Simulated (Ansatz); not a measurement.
Ansatz (a program for electronic structure) input (B3LYP-D3(BJ)/def2-TZVP):

Ansatz 0.2 input:
```yaml
crystal:
  periodic: [false, false, false]
  atoms:
    - {symbol: C, position_ang: [-1.94183180, 0.10588846, 0.10288568]}
    - {symbol: C, position_ang: [-0.68740273, 0.03945947, -0.38738249]}
    - {symbol: O, position_ang: [-0.25928420, 0.02596099, -1.55852573]}
    - {symbol: O, position_ang: [0.30971439, -0.02686046, 0.70095915]}
    - {symbol: C, position_ang: [1.62466295, -0.10405145, 0.26957162]}
    - {symbol: H, position_ang: [-2.78618148, 0.16094642, -0.56329889]}
    - {symbol: H, position_ang: [-2.12664678, 0.10645726, 1.16303265]}
    - {symbol: H, position_ang: [1.63076665, -0.09503559, -0.83141996]}
    - {symbol: H, position_ang: [2.20721116, 0.75264974, 0.64287768]}
    - {symbol: H, position_ang: [2.09772032, -1.03208273, 0.62738849]}
basis:
  gaussian:
    orbitals: def2-TZVP
hamiltonian:
  xc: b3lyp
  dispersion: d3bj
total_charge: -1
relax: {f_tol: 0.002, max_steps: 150}
```

Output:

```
Functional definition: B3LYP
integrals: 0.09 GiB planned
1062 factors; their error is unknown
mean field: 0.86 GiB planned
mean field evaluation 1: about -7283.1462 eV, gradient 5.6e1 eV
mean field evaluation 2: about -7278.3661 eV, gradient 7.1e1 eV
mean field evaluation 4: about -7289.7014 eV, gradient 5.2e0 eV
mean field evaluation 8: about -7289.7513 eV, gradient 2.1e-1 eV
mean field evaluation 16: about -7289.7503 eV, gradient 4.0e-4 eV
mean field -7289.75031963 eV, -267.8933830763 hartree, gradient 2.1e-5 eV, S^2 0.000000; 0 other end points of the search recorded, 0 dependent functions left out
the calculation of the forces begins
reference -7289.75058344 eV, -267.8933927709 hartree; 20, 20 occupied and 165, 165 virtual orbitals, 1062 factors
relax step   1: F+E_penalty+E_count = -7290.02710379 eV  Δ(F+E_penalty+E_count) = +0.000e0 eV  max|allowed force component| = 1.003e0 eV/Å  Δτ_max = 0.0000 Å  (30 SCF iters, accepted)
these checks for a lower state are left out or cut short: starts, cluster_reference, orbital_swaps, neighbouring_geometries, increment
integrals: 0.09 GiB planned
1062 factors; their error is unknown
mean field: 0.86 GiB planned
mean field -7289.77691630 eV, -267.8943604858 hartree, gradient 9.0e-6 eV, S^2 0.000000; 0 other end points of the search recorded, 0 dependent functions left out
the calculation of the forces begins
reference -7289.77718187 eV, -267.8943702453 hartree; 20, 20 occupied and 165, 165 virtual orbitals, 1062 factors
relax step   2: F+E_penalty+E_count = -7290.05198727 eV  Δ(F+E_penalty+E_count) = -2.488e-2 eV  max|allowed force component| = 4.686e-1 eV/Å  Δτ_max = 0.0468 Å  (33 SCF iters, accepted)
these checks for a lower state are left out or cut short: starts, cluster_reference, orbital_swaps, neighbouring_geometries, increment
integrals: 0.09 GiB planned
1062 factors; their error is unknown
mean field: 0.86 GiB planned
mean field evaluation 32: about -7289.7820 eV, gradient 8.8e-6 eV
mean field -7289.78204613 eV, -267.8945490037 hartree, gradient 8.8e-6 eV, S^2 0.000000; 0 other end points of the search recorded, 0 dependent functions left out
the calculation of the forces begins
reference -7289.78231237 eV, -267.8945587875 hartree; 20, 20 occupied and 165, 165 virtual orbitals, 1062 factors
relax step   3: F+E_penalty+E_count = -7290.05675249 eV  Δ(F+E_penalty+E_count) = -4.765e-3 eV  max|allowed force component| = 6.998e-2 eV/Å  Δτ_max = 0.0226 Å  (34 SCF iters, accepted)
these checks for a lower state are left out or cut short: starts, cluster_reference, orbital_swaps, neighbouring_geometries, increment
integrals: 0.09 GiB planned
1062 factors; their error is unknown
mean field: 0.86 GiB planned
mean field -7289.78225037 eV, -267.8945565091 hartree, gradient 8.6e-6 eV, S^2 0.000000; 0 other end points of the search recorded, 0 dependent functions left out
the calculation of the forces begins
reference -7289.78251666 eV, -267.8945662952 hartree; 20, 20 occupied and 165, 165 virtual orbitals, 1062 factors
relax step   4: F+E_penalty+E_count = -7290.05701509 eV  Δ(F+E_penalty+E_count) = -2.626e-4 eV  max|allowed force component| = 6.298e-2 eV/Å  Δτ_max = 0.0044 Å  (34 SCF iters, accepted)
these checks for a lower state are left out or cut short: starts, cluster_reference, orbital_swaps, neighbouring_geometries, increment
integrals: 0.09 GiB planned
1062 factors; their error is unknown
mean field: 0.86 GiB planned
mean field -7289.78223649 eV, -267.8945559991 hartree, gradient 8.6e-6 eV, S^2 0.000000; 0 other end points of the search recorded, 0 dependent functions left out
the calculation of the forces begins
reference -7289.78250279 eV, -267.8945657855 hartree; 20, 20 occupied and 165, 165 virtual orbitals, 1062 factors
relax step   5: F+E_penalty+E_count = -7290.05709682 eV  Δ(F+E_penalty+E_count) = -8.173e-5 eV  max|allowed force component| = 3.569e-2 eV/Å  Δτ_max = 0.0063 Å  (34 SCF iters, accepted)
these checks for a lower state are left out or cut short: starts, cluster_reference, orbital_swaps, neighbouring_geometries, increment
integrals: 0.09 GiB planned
1062 factors; their error is unknown
mean field: 0.86 GiB planned
[...]
mean field -7289.78825803 eV, -267.8947772867 hartree, gradient 9.0e-6 eV, S^2 0.000000; 0 other end points of the search recorded, 0 dependent functions left out
the calculation of the forces begins
reference -7289.78852350 eV, -267.8947870425 hartree; 20, 20 occupied and 165, 165 virtual orbitals, 1062 factors
relax step  47: F+E_penalty+E_count = -7290.06518866 eV  Δ(F+E_penalty+E_count) = +2.620e-4 eV  max|allowed force component| = 9.636e-2 eV/Å  Δτ_max = 0.0204 Å  (33 SCF iters, rejected (line search))
these checks for a lower state are left out or cut short: starts, cluster_reference, orbital_swaps, neighbouring_geometries, increment
integrals: 0.09 GiB planned
1062 factors; their error is unknown
mean field: 0.86 GiB planned
mean field -7289.78854334 eV, -267.8947877716 hartree, gradient 8.8e-6 eV, S^2 0.000000; 0 other end points of the search recorded, 0 dependent functions left out
the calculation of the forces begins
reference -7289.78880872 eV, -267.8947975241 hartree; 20, 20 occupied and 165, 165 virtual orbitals, 1062 factors
relax step  48: F+E_penalty+E_count = -7290.06548824 eV  Δ(F+E_penalty+E_count) = -3.763e-5 eV  max|allowed force component| = 1.001e-2 eV/Å  Δτ_max = 0.0099 Å  (34 SCF iters, accepted)
these checks for a lower state are left out or cut short: starts, cluster_reference, orbital_swaps, neighbouring_geometries, increment
integrals: 0.09 GiB planned
1062 factors; their error is unknown
mean field: 0.86 GiB planned
mean field evaluation 352: about -7289.7885 eV, gradient 2.1e-4 eV
mean field -7289.78854525 eV, -267.8947878417 hartree, gradient 8.9e-6 eV, S^2 0.000000; 0 other end points of the search recorded, 0 dependent functions left out
the calculation of the forces begins
reference -7289.78881067 eV, -267.8947975960 hartree; 20, 20 occupied and 165, 165 virtual orbitals, 1062 factors
relax step  49: F+E_penalty+E_count = -7290.06551086 eV  Δ(F+E_penalty+E_count) = -2.262e-5 eV  max|allowed force component| = 7.380e-3 eV/Å  Δτ_max = 0.0103 Å  (33 SCF iters, accepted)
these checks for a lower state are left out or cut short: starts, cluster_reference, orbital_swaps, neighbouring_geometries, increment
integrals: 0.09 GiB planned
1062 factors; their error is unknown
mean field: 0.86 GiB planned
mean field -7289.78854570 eV, -267.8947878584 hartree, gradient 8.9e-6 eV, S^2 0.000000; 0 other end points of the search recorded, 0 dependent functions left out
the calculation of the forces begins
reference -7289.78881121 eV, -267.8947976157 hartree; 20, 20 occupied and 165, 165 virtual orbitals, 1062 factors
relax step  50: F+E_penalty+E_count = -7290.06553634 eV  Δ(F+E_penalty+E_count) = -2.548e-5 eV  max|allowed force component| = 6.644e-3 eV/Å  Δτ_max = 0.0154 Å  (33 SCF iters, accepted)
these checks for a lower state are left out or cut short: starts, cluster_reference, orbital_swaps, neighbouring_geometries, increment
integrals: 0.09 GiB planned
1062 factors; their error is unknown
mean field: 0.86 GiB planned
mean field -7289.78855025 eV, -267.8947880254 hartree, gradient 9.0e-6 eV, S^2 0.000000; 0 other end points of the search recorded, 0 dependent functions left out
the calculation of the forces begins
reference -7289.78881598 eV, -267.8947977911 hartree; 20, 20 occupied and 165, 165 virtual orbitals, 1062 factors
relax step  51: F+E_penalty+E_count = -7290.06555870 eV  Δ(F+E_penalty+E_count) = -2.235e-5 eV  max|allowed force component| = 1.032e-2 eV/Å  Δτ_max = 0.0231 Å  (33 SCF iters, accepted)
these checks for a lower state are left out or cut short: starts, cluster_reference, orbital_swaps, neighbouring_geometries, increment
integrals: 0.09 GiB planned
1062 factors; their error is unknown
mean field: 0.86 GiB planned
mean field -7289.78855385 eV, -267.8947881577 hartree, gradient 9.0e-6 eV, S^2 0.000000; 0 other end points of the search recorded, 0 dependent functions left out
the calculation of the forces begins
reference -7289.78881977 eV, -267.8947979302 hartree; 20, 20 occupied and 165, 165 virtual orbitals, 1062 factors
relax step  52: F+E_penalty+E_count = -7290.06556947 eV  Δ(F+E_penalty+E_count) = -1.077e-5 eV  max|allowed force component| = 1.411e-2 eV/Å  Δτ_max = 0.0137 Å  (34 SCF iters, accepted)
these checks for a lower state are left out or cut short: starts, cluster_reference, orbital_swaps, neighbouring_geometries, increment
integrals: 0.09 GiB planned
1062 factors; their error is unknown
mean field: 0.86 GiB planned
mean field -7289.78856039 eV, -267.8947883980 hartree, gradient 9.0e-6 eV, S^2 0.000000; 0 other end points of the search recorded, 0 dependent functions left out
the calculation of the forces begins
reference -7289.78882662 eV, -267.8947981821 hartree; 20, 20 occupied and 165, 165 virtual orbitals, 1062 factors
relax step  53: F+E_penalty+E_count = -7290.06557581 eV  Δ(F+E_penalty+E_count) = -6.349e-6 eV  max|allowed force component| = 1.554e-2 eV/Å  Δτ_max = 0.0153 Å  (33 SCF iters, accepted)
these checks for a lower state are left out or cut short: starts, cluster_reference, orbital_swaps, neighbouring_geometries, increment
integrals: 0.09 GiB planned
1062 factors; their error is unknown
mean field: 0.86 GiB planned
mean field evaluation 384: about -7289.7817 eV, gradient 1.9e0 eV
mean field -7289.78857165 eV, -267.8947888121 hartree, gradient 9.2e-6 eV, S^2 0.000000; 0 other end points of the search recorded, 0 dependent functions left out
the calculation of the forces begins
reference -7289.78883868 eV, -267.8947986252 hartree; 20, 20 occupied and 165, 165 virtual orbitals, 1062 factors
relax step  54: F+E_penalty+E_count = -7290.06556544 eV  Δ(F+E_penalty+E_count) = +1.038e-5 eV  max|allowed force component| = 2.103e-2 eV/Å  Δτ_max = 0.0316 Å  (33 SCF iters, rejected (line search))
these checks for a lower state are left out or cut short: starts, cluster_reference, orbital_swaps, neighbouring_geometries, increment
integrals: 0.09 GiB planned
1062 factors; their error is unknown
mean field: 0.86 GiB planned
mean field -7289.78857319 eV, -267.8947888686 hartree, gradient 9.0e-6 eV, S^2 0.000000; 0 other end points of the search recorded, 0 dependent functions left out
the calculation of the forces begins
reference -7289.78883971 eV, -267.8947986631 hartree; 20, 20 occupied and 165, 165 virtual orbitals, 1062 factors
relax step  55: F+E_penalty+E_count = -7290.06558567 eV  Δ(F+E_penalty+E_count) = -9.860e-6 eV  max|allowed force component| = 9.615e-3 eV/Å  Δτ_max = 0.0136 Å  (33 SCF iters, accepted)
these checks for a lower state are left out or cut short: starts, cluster_reference, orbital_swaps, neighbouring_geometries, increment
integrals: 0.09 GiB planned
1062 factors; their error is unknown
mean field: 0.86 GiB planned
mean field -7289.78857376 eV, -267.8947888895 hartree, gradient 8.9e-6 eV, S^2 0.000000; 0 other end points of the search recorded, 0 dependent functions left out
the calculation of the forces begins
reference -7289.78884035 eV, -267.8947986866 hartree; 20, 20 occupied and 165, 165 virtual orbitals, 1062 factors
relax step  56: F+E_penalty+E_count = -7290.06558774 eV  Δ(F+E_penalty+E_count) = -2.069e-6 eV  max|allowed force component| = 6.838e-3 eV/Å  Δτ_max = 0.0023 Å  (35 SCF iters, accepted)
these checks for a lower state are left out or cut short: starts, cluster_reference, orbital_swaps, neighbouring_geometries, increment
integrals: 0.09 GiB planned
1062 factors; their error is unknown
mean field: 0.86 GiB planned
mean field -7289.78857206 eV, -267.8947888271 hartree, gradient 8.9e-6 eV, S^2 0.000000; 0 other end points of the search recorded, 0 dependent functions left out
the calculation of the forces begins
reference -7289.78883867 eV, -267.8947986248 hartree; 20, 20 occupied and 165, 165 virtual orbitals, 1062 factors
relax step  57: F+E_penalty+E_count = -7290.06558851 eV  Δ(F+E_penalty+E_count) = -7.643e-7 eV  max|allowed force component| = 4.690e-3 eV/Å  Δτ_max = 0.0011 Å  (35 SCF iters, accepted)
these checks for a lower state are left out or cut short: starts, cluster_reference, orbital_swaps, neighbouring_geometries, increment
integrals: 0.09 GiB planned
1062 factors; their error is unknown
mean field: 0.86 GiB planned
mean field evaluation 416: about -7289.7886 eV, gradient 5.8e-3 eV
mean field -7289.78856632 eV, -267.8947886160 hartree, gradient 8.9e-6 eV, S^2 0.000000; 0 other end points of the search recorded, 0 dependent functions left out
the calculation of the forces begins
reference -7289.78883298 eV, -267.8947984158 hartree; 20, 20 occupied and 165, 165 virtual orbitals, 1062 factors
relax step  58: F+E_penalty+E_count = -7290.06558951 eV  Δ(F+E_penalty+E_count) = -1.007e-6 eV  max|allowed force component| = 1.517e-3 eV/Å  Δτ_max = 0.0034 Å  (35 SCF iters, accepted)
integrals: 0.09 GiB planned
1062 factors; their error is unknown
mean field: 0.86 GiB planned
mean field -7289.78856632 eV, -267.8947886160 hartree, gradient 8.9e-6 eV, S^2 0.000000; 1 other end points of the search recorded, 0 dependent functions left out
the calculation of the forces begins
reference -7289.78883298 eV, -267.8947984158 hartree; 20, 20 occupied and 165, 165 virtual orbitals, 1062 factors
Total energy: -7290.06585618 eV, -267.9049788306 hartree
Atom 0 at    -1.965240     0.129820     0.123472 Å, force     0.000714    -0.000275    -0.000714 eV/Å
Atom 1 at    -0.694083    -0.117193    -0.342197 Å, force    -0.001517    -0.000029     0.001145 eV/Å
Atom 2 at    -0.282047    -0.576571    -1.425005 Å, force     0.000550    -0.000190    -0.000924 eV/Å
Atom 3 at     0.316984     0.236142     0.637402 Å, force     0.001421    -0.000127    -0.000696 eV/Å
Atom 4 at     1.633335    -0.002040     0.218929 Å, force    -0.000852    -0.000029     0.000423 eV/Å
Atom 5 at    -2.810712    -0.090033    -0.512803 Å, force     0.000055     0.000236     0.000583 eV/Å
Atom 6 at    -2.128980     0.538590     1.110205 Å, force     0.000173    -0.000041    -0.000145 eV/Å
Atom 7 at     1.895302     0.559944    -0.685663 Å, force     0.000053    -0.000441     0.000802 eV/Å
Atom 8 at     2.283522     0.315341     1.041401 Å, force    -0.000279    -0.000186    -0.000624 eV/Å
Atom 9 at     1.820647    -1.060669     0.000347 Å, force    -0.000319     0.001083     0.000151 eV/Å
Dipole moment:     0.727864     0.092406     0.312308 e Å
```

It need not be the lowest isomer of its formula. Whether it binds its extra electron was not tested at this geometry.
